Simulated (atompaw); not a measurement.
Plane-wave convergence, PAW (atompaw) potential for sulfur

```json
{
 "Element": "sulfur",
 "Generator": "atompaw 4.2.0.5",
 "Type": "PAW",
 "Functional": "PBE",
 "Relativity": "scalar-relativistic",
 "Frozen core": "[Ne]",
 "Valence charge": "6",
 "Reference configuration": "3s2 3p1 (charge +3)",
 "Partial waves": "3s (bound): rc 1.35 bohr; 3s channel at 0.45 Ry: rc 1.35 bohr; 3p (bound): rc 1.60 bohr; 3p channel at 1.65 Ry: rc 1.60 bohr",
 "Local potential": "troulliermartins scheme with l = 2 at 0 Ry, radius 1.30 bohr",
 "Core correction": "smooth core density matched at 1.20 bohr",
 "Augmentation charge": "sinc compensation charge, radius 1.40 bohr; PAW radius 1.60 bohr; waves and projectors: custom rrkj gramschmidtortho"
}
```

The pseudo-atom Hamiltonian at the reference potential is diagonalised in spherical Bessel functions j_l(qr) that vanish at 20 bohr, with q² up to the cutoff. All-electron valence levels (Ry): 3s -3.8397, 3p -2.9601.

Question: How do the lowest levels (Ry) of each channel move with the cutoff, and are there ghosts?

Answer:

```csv
cutoff (Ry),s #1,s #2,p #1,p #2,d #1,d #2,f #1,f #2,Σ f·Δε (mRy)
8,-3.7811,-1.3840,-2.8642,-1.1115,-1.4990,-0.6957,-0.6611,-0.4004,213.5
10,-3.7956,-1.3877,-2.9122,-1.1307,-1.5468,-0.7136,-0.6632,-0.4017,136.5
12,-3.8119,-1.3930,-2.9370,-1.1409,-1.5852,-0.7281,-0.6645,-0.4025,79.0
15,-3.8250,-1.3982,-2.9524,-1.1473,-1.6159,-0.7398,-0.6656,-0.4031,37.4
18,-3.8358,-1.4036,-2.9563,-1.1488,-1.6512,-0.7534,-0.6659,-0.4033,12.1
21,-3.8384,-1.4054,-2.9582,-1.1494,-1.6697,-0.7607,-0.6661,-0.4034,5.0
30,-3.8393,-1.4066,-2.9600,-1.1498,-1.7057,-0.7747,-0.6664,-0.4036,1.4
35,-3.8394,-1.4066,-2.9601,-1.1498,-1.7225,-0.7811,-0.6664,-0.4036,1.0
40,-3.8396,-1.4066,-2.9602,-1.1498,-1.7363,-0.7864,-0.6664,-0.4036,0.6
45,-3.8397,-1.4066,-2.9602,-1.1498,-1.7438,-0.7892,-0.6665,-0.4037,0.4
50,-3.8397,-1.4067,-2.9602,-1.1498,-1.7526,-0.7925,-0.6665,-0.4037,0.2
400,-3.8398,-1.4067,-2.9602,-1.1498,-1.7657,-0.7976,-0.6665,-0.4037,0.0
```

Result: no extra level below or beside the all-electron valence levels (s, p, d, f tested); 10 mRy is reached at 21 Ry and 1 mRy at 40 Ry.
